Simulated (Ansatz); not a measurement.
Reaction (formal exchange of groups at a Ge–N bond): `[NH2][GeH2][NH][GeH2][NH2]` + `C#C` → `C#[C][GeH2][NH2]` + `[NH2][GeH2][NH2]`

Gas-phase electronic energies from Ansatz, PBE0-D4/def2-TZVP geometries. CCSD(T)/CBS is the MP2 limit (def2-TZVPP, def2-QZVPP) plus CCSD(T) − MP2 in def2-TZVPP, frozen cores. This one scheme is used for every species. For Ge outer-core shells are correlated without core-valence functions, which leaves a few kJ/mol of doubt a bond. Scalar relativity is left out up to krypton. Each species was taken in one conformer, which may not be the lowest.

`[NH2][GeH2][NH][GeH2][NH2]`:

```xyz
14

N    -1.715    0.704    0.388
Ge   -1.069   -0.868    1.102
N     0.689   -0.858    0.633
Ge    1.298   -0.358   -1.033
N     1.305    1.453   -1.331
H    -2.711    0.707    0.214
H    -1.475    1.531    0.917
H    -1.146   -0.994    2.641
H    -1.909   -1.974    0.428
H     1.340   -1.328    1.242
H     0.373   -0.957   -2.106
H     2.749   -0.861   -1.132
H     0.370    1.835   -1.268
H     1.901    1.967   -0.695
```

`C#C`:

```xyz
4

C    -0.479    0.267   -0.240
C     0.479   -0.267    0.240
H    -1.330    0.743   -0.667
H     1.330   -0.743    0.667
```

`C#[C][GeH2][NH2]`:

```xyz
9

C    -0.504    2.276    0.720
C    -0.531    1.137    0.323
Ge   -0.529   -0.672   -0.302
N     1.146   -1.420   -0.339
H    -0.484    3.282    1.070
H    -1.074   -0.676   -1.735
H    -1.390   -1.502    0.657
H     1.785   -0.948   -0.965
H     1.582   -1.478    0.571
```

`[NH2][GeH2][NH2]`:

Cartesian coordinates in Å:
```
N 0.046 -1.540 -0.017
Ge -0.143 0.209 -0.530
N 0.219 1.152 0.999
H 0.981 -1.793 0.269
H -0.297 -2.222 -0.678
H -1.582 0.313 -1.088
H 0.862 0.741 -1.579
H 0.349 2.145 0.872
H -0.435 0.994 1.752
```

```tsv
species	CCSD(T)/CBS(def2) energy (Eh)
`[NH2][GeH2][NH][GeH2][NH2]`	-4321.79866
`C#C`	-77.22717
`C#[C][GeH2][NH2]`	-2209.87304
`[NH2][GeH2][NH2]`	-2189.15013
```

**Question.** Work out ΔE.

**Answer.** ΔE = (-2209.87304) + (-2189.15013) − (-4321.79866) − (-77.22717) = 0.00266 Eh = +0.07 eV.

Largest T1 diagnostic among the species: 0.013.

In def2-TZVPP, CCSD(T) changes the Hartree–Fock value by +0.06 eV (the triples alone add +0.01 eV) and MP2 by +0.06 eV. The D4 term adds +0.10 eV with B3LYP and +0.06 eV with PBE0; it sums over pairs of atoms, weighted by their polarisabilities, and B3LYP, whose exchange is more repulsive, gets the larger term.

B3LYP here is the variant with VWN-RPA as its local correlation; programs differ in this.
